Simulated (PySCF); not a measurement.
## C2H8NOSi: g tensor and hyperfine couplings

Compound: C2H8NOSi (doublet state).
Geometry (GFN2-xTB, Å), atoms numbered from 1 in this order:
```
atom  x, y, z in Å
C1    -0.936   -0.242    1.077
N2    -0.293    0.118   -0.082
C3    -1.108    0.820   -1.042
Si4    1.281   -0.482   -0.521
O5     2.136   -0.810    0.815
H6    -0.432   -0.907    1.748
H7    -1.997   -0.108    1.146
H8    -1.861    0.157   -1.480
H9    -0.484    1.210   -1.842
H10   -1.627    1.651   -0.558
H11    1.297   -1.795   -1.162
H12    1.859    0.590   -1.331
H13    2.159   -0.202    1.550
```

The hyperfine couplings belong to this conformer and change with its torsions.

The species is `[CH2]N(C)[SiH2]O` [radical].

The calculation used UKS B3LYP, pcH-1 on C H N O Si, non-relativistic, mean-field spin-orbit, GIAO in PySCF. One conformer (not necessarily the lowest) at the GFN2-xTB geometry, without solvent, vibrations or thermal averaging. Couplings are sensitive to structure, and on GFN2-xTB geometries they can be far from those on DFT ones. No stability test was run, so a lower SCF solution isn't excluded.

```json
{"g1, g2, g3": "2.00214, 2.00293, 2.00339", "g_iso": "2.00282", "Form of g": "rhombic: the two nearest values differ by 37 % of g3 − g1", "⟨S²⟩": "0.7532 (exact 0.7500)"}
```

Hyperfine couplings atom by atom, in MHz; T1 to T3 are the principal values of the dipolar part; ρ(0) is the spin density at the nucleus:

```json
{"atom": "C1", "isotope": "13C", "a_iso": "97.0", "of which spin–orbit": "-0.1", "T1": "-66.1", "T2": "-65.5", "T3": "131.6", "Mulliken spin population": "0.86", "ρ(0) (bohr⁻³)": "0.0864"}
{"atom": "N2", "isotope": "14N", "a_iso": "8.5", "of which spin–orbit": "0.0", "T1": "-11.1", "T2": "-10.4", "T3": "21.6", "Mulliken spin population": "0.14", "ρ(0) (bohr⁻³)": "0.0263"}
{"atom": "C3", "isotope": "13C", "a_iso": "-8.5", "of which spin–orbit": "0.0", "T1": "-1.6", "T2": "-0.7", "T3": "2.3", "Mulliken spin population": "-0.02", "ρ(0) (bohr⁻³)": "-0.0075"}
{"atom": "Si4", "isotope": "29Si", "a_iso": "1.0", "of which spin–orbit": "0.0", "T1": "-5.1", "T2": "2.0", "T3": "3.0", "Mulliken spin population": "0.03", "ρ(0) (bohr⁻³)": "-0.0010"}
{"atom": "O5", "isotope": "17O", "a_iso": "-2.6", "of which spin–orbit": "0.0", "T1": "-0.7", "T2": "0.2", "T3": "0.5", "Mulliken spin population": "0.00", "ρ(0) (bohr⁻³)": "0.0043"}
{"atom": "H6", "isotope": "1H", "a_iso": "-47.5", "of which spin–orbit": "0.0", "T1": "-32.2", "T2": "0.3", "T3": "31.9", "Mulliken spin population": "-0.04", "ρ(0) (bohr⁻³)": "-0.0106"}
{"atom": "H7", "isotope": "1H", "a_iso": "-43.3", "of which spin–orbit": "0.0", "T1": "-32.5", "T2": "1.3", "T3": "31.2", "Mulliken spin population": "-0.04", "ρ(0) (bohr⁻³)": "-0.0097"}
{"atom": "H8", "isotope": "1H", "a_iso": "23.3", "of which spin–orbit": "0.0", "T1": "-3.4", "T2": "-2.6", "T3": "5.9", "Mulliken spin population": "0.02", "ρ(0) (bohr⁻³)": "0.0052"}
{"atom": "H9", "isotope": "1H", "a_iso": "-1.0", "of which spin–orbit": "0.0", "T1": "-3.2", "T2": "-2.4", "T3": "5.6", "Mulliken spin population": "0.00", "ρ(0) (bohr⁻³)": "-0.0002"}
{"atom": "H10", "isotope": "1H", "a_iso": "21.1", "of which spin–orbit": "0.0", "T1": "-3.8", "T2": "-3.3", "T3": "7.1", "Mulliken spin population": "0.02", "ρ(0) (bohr⁻³)": "0.0047"}
{"atom": "H11", "isotope": "1H", "a_iso": "24.4", "of which spin–orbit": "0.0", "T1": "-2.0", "T2": "-1.8", "T3": "3.8", "Mulliken spin population": "0.02", "ρ(0) (bohr⁻³)": "0.0055"}
{"atom": "H12", "isotope": "1H", "a_iso": "-3.4", "of which spin–orbit": "0.0", "T1": "-2.7", "T2": "-1.5", "T3": "4.2", "Mulliken spin population": "0.00", "ρ(0) (bohr⁻³)": "-0.0008"}
{"atom": "H13", "isotope": "1H", "a_iso": "-0.2", "of which spin–orbit": "0.0", "T1": "-2.3", "T2": "-1.8", "T3": "4.1", "Mulliken spin population": "0.00", "ρ(0) (bohr⁻³)": "0.0000"}
```

Largest spin populations (Mulliken): C1 (+0.86) and N2 (+0.14). The angles at C1 add up to 357.4°, so it is nearly planar; its axial dipolar tensor and the negative couplings of its protons fit spin in a p orbital normal to that plane.

Axes: g2 points within 10° of the C1–N2 bond.

Under fast tumbling the dipolar parts average out, and these isotropic splittings remain: 1 × 1H (H6, I = 1/2, 2 lines) with 1.69 mT, 1 × 1H (H7, I = 1/2, 2 lines) with 1.54 mT, 3 × 1H (H8/H9/H10, I = 1/2, 4 lines) with 0.52 mT, 2 × 1H (H11/H12, I = 1/2, 3 lines) with 0.37 mT and 1 × 14N (N2, I = 1, 3 lines) with 0.30 mT.

Class means assume fast exchange of nuclei equivalent by connectivity; if that motion is slow, each nucleus keeps its own coupling. H6 and H7 aren't averaged: C1 is flat or nearly so (angle sum 357°), and its turn about the short C1–N2 bond (1.37 Å) is taken as slow. The three 1H nuclei of mean +14.4 MHz run from -1.0 to 23.3 MHz in the frozen geometry. The 1H value of +10.5 MHz is a mean of couplings from -3.4 to 24.4 MHz in this one geometry, not an average over conformers.

The 13C coupling of C1 (97.0 MHz) shows only in satellite lines or after enrichment, since that isotope makes up about 1.07 % of natural carbon.

The spin density at the nucleus, in bohr⁻³, is negative for H6 (-0.0106), H7 (-0.0097) and C3 (-0.0075), for instance. A restricted open-shell determinant has no negative spin density anywhere; here it arises because α and β orbitals differ (spin polarisation).

Time: 40 s wall (with the writing of density and orbital grids); peak memory 0.84 GiB. Hardware: an Arm Neoverse V1 with one thread, on a shared host.
